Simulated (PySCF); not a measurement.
Computed properties of CH7Si2, SMILES [SiH2]C[SiH3]

CH7Si2, SMILES [SiH2]C[SiH3] (connectivity only; charge and spin as stated), charge +1, multiplicity 1. Geometry: PBE0-D3(BJ)/def2-SVP. The spin state was assumed, not searched. The isomer is the one that the SMILES or the coordinates give; other isomers of the formula were not compared. Other conformers were not sampled. All values are computed for the isolated molecule unless a solvent is named; none is compared with measurement here.

**Structure.** The optimised structure has Cs symmetry. All 24 harmonic modes at PBE0-D3(BJ)/def2-SVP (PySCF) are real, so it is a minimum. With heavy atoms numbered as in [SiH2:1][CH2:2][SiH3:3], the shortest bond between them is Si1–C2 at 1.786 Å and the longest C2–Si3 at 1.975 Å.

**Vibrations.** The strongest infrared lines (harmonic, unscaled, degenerate partners summed) lie at 1010 cm⁻¹ (196 km/mol, H 68 %, C 24 %), 901 cm⁻¹ (195 km/mol, H 91 %), 818 cm⁻¹ (98 km/mol, H 67 %, C 25 %). The softest mode is at 77 cm⁻¹ and the zero-point energy is 42.5 kcal/mol.

**Electronic structure.** M06-2X/def2-TZVPD (PySCF) places the frontier levels at -15.44 and -7.62 eV, a gap of 7.82 eV and a mean polarisability of 60.1 bohr³.

**Excitations.** TDDFT-B3LYP/def2-SVPD (PySCF) has S1 at 4.46 eV (278 nm, f = 0.000, dark); the most intense of the 10 singlets computed lies at 8.09 eV (f = 0.16). T1 (TDA) is at 3.96 eV. No vertical singlet excitation falls in the visible range (under 3.1 eV).

**NMR.** GIAO shifts at B3LYP/pcSseg-1 (PySCF) (non-relativistic, atoms alike by connectivity averaged): ¹³C at 37.1 ppm against TMS; ¹H from 3.7 to 8.0 ppm against TMS; ²⁹Si from -78.9 to 329.5 ppm against TMS.
